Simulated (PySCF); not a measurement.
Species: C₂H₁₁AlO₂Si.
Geometry (PBE0-D3(BJ)/def2-SVP, Å), atoms numbered from 1 in this order:
```xyz
17
C2H11AlO2Si angstrom
C     -0.8618    1.4318    0.0382
O     -1.1136    0.0408    0.1755
C     -2.4712   -0.3063    0.3854
Al     0.1338   -1.2786   -0.6311
O      1.6053   -0.4613   -0.2190
Si     3.1353   -0.0545    0.1853
H     -1.3840    1.8310   -0.8465
H     -1.1992    1.9573    0.9448
H      0.2225    1.5427   -0.0785
H     -2.8440    0.1902    1.2947
H     -2.5087   -1.3950    0.5194
H     -3.0857   -0.0128   -0.4812
H     -0.2765   -1.1942   -2.1742
H     -0.2801   -2.5570    0.2326
H      4.0791   -0.2337   -0.9633
H      3.6457   -0.8698    1.3337
H      3.1832    1.3878    0.5966
```

Level of theory: TDDFT B3LYP/def2-SVPD, vertical, gas phase, core orbitals frozen in the response in PySCF 2.14.0, density-fitted response routines.

Frontier orbitals with the atoms that hold most of them (Löwdin shares over 4%, at most four atoms; ? is withheld):

| orbital | ε (eV) | atoms |
| --- | --- | --- |
| LUMO+2 | 0.44 | Al4 18%, O2 11%, C3 9%, H11 8% |
| LUMO+1 | 0.12 | Al4 25%, Si6 19%, O5 9%, H13 5% |
| LUMO | -0.15 | ? |
| HOMO | ? | ? |
| HOMO-1 | -7.92 | O5 42%, Si6 21%, H17 16%, H15 10% |
| HOMO-2 | -8.11 | O5 30%, Si6 21%, H16 16%, H15 9% |
| HOMO-3 | -8.89 | Al4 26%, H14 22%, O2 16%, H13 12% |

Which atoms hold the LUMO, and with what shares?

Al4 (bonded to 2 O and 2 H) 16%; C3 (bonded to O and 3 H) 16%; C1 (bonded to O and 3 H) 14%; H10 (bonded to C) 8%. By element: carbon 30%, aluminium 16%, hydrogen 8% or more.

Which atoms hold the HOMO, and with what shares?

Al4 (bonded to 2 O and 2 H) 28%; H13 (bonded to Al) 24%; H14 (bonded to Al) 21%; O5 (bonded to Al and Si) 16%. By element: hydrogen 45% or more, aluminium 28%, oxygen 16% or more.

What is the HOMO energy, and the HOMO–LUMO gap?

ε(HOMO) = -7.09 eV; the gap is 6.94 eV (0.2551 hartree).

The HOMO–LUMO gap is 6.94 eV. Where does the response calculation put the lowest singlet, and from which orbitals?

S1 is at 6.21 eV (f = 0.018), 0.73 eV below the gap, made of HOMO→LUMO (80%), HOMO→LUMO+1 (16%). Without the coupling terms of the response equations the lowest excitation would equal the gap.

One configuration dominates each of S1 and S2. Which, and how do the shares of the two leading atoms of either orbital change from the occupied to the empty one?

- S1 (6.21 eV, f 0.018), HOMO→LUMO (80%): Al4 28% → 16%, H13 24% → at most 9%, C3 at most 12% → 16%
- S2 (6.29 eV, f 0.0045), HOMO→LUMO+1 (81%): Al4 28% → 25%, H13 24% → 5%, Si6 at most 12% → 19%

Löwdin shares depend on the basis, the more so with diffuse functions.

On Intel Xeon 6975P-C, one thread, no GPU, shared host, this took 27 s wall and 0.88 GiB of memory at its peak.

One conformer stands for the species.
